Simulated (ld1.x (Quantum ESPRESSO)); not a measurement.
**Reading a pseudo-wave (caesium)**

Columns: radius, all-electron u(r) and pseudo u(r) of the 5p shell (level -13.52 eV) of caesium in the configuration [Kr] 4d10 5s2 5p6 5d0 6s1 6p0; PBE, scalar-relativistic, PAW scheme, ld1.x (Quantum ESPRESSO) 7.5.

```tsv
r (bohr)	all-electron	pseudo
0.240	-0.2421	-0.0195
0.480	0.3255	-0.0753
0.720	0.2833	-0.1595
0.960	-0.1262	-0.2604
1.200	-0.4887	-0.3645
1.440	-0.7028	-0.4583
1.680	-0.7872	-0.5304
1.920	-0.7831	-0.5732
2.160	-0.7278	-0.5839
2.400	-0.6477	-0.5644
2.640	-0.5601	-0.5204
2.880	-0.4749	-0.4604
3.120	-0.3970	-0.3937
3.360	-0.3286	-0.3283
3.600	-0.2699	-0.2699
3.840	-0.2204	-0.2204
4.080	-0.1792	-0.1792
4.320	-0.1453	-0.1453
4.560	-0.1175	-0.1175
4.800	-0.0948	-0.0948
5.040	-0.0765	-0.0765
5.280	-0.0616	-0.0616
5.520	-0.0495	-0.0495
5.760	-0.0398	-0.0398
6.000	-0.0319	-0.0319
6.240	-0.0256	-0.0256
```

(1) How many radial nodes do the two functions have?

(2) At about which radius was the pseudo-wave matched?

(3) Is the pseudo-wave norm-conserving?

## Answers

(1) The all-electron 5p function has n − l − 1 = 3 (the table is too coarse to show those close to the nucleus); the pseudo-wave has 0, since the states of the same l below it are removed with the core.

(2) 3.75 bohr. The columns agree to 0.0005 from 3.36 bohr on; several derivatives are matched, so the curves merge somewhat inside the radius.

(3) No, it belongs to a PAW set: the norm inside the radius is not constrained, and the difference is carried by the augmentation charge.
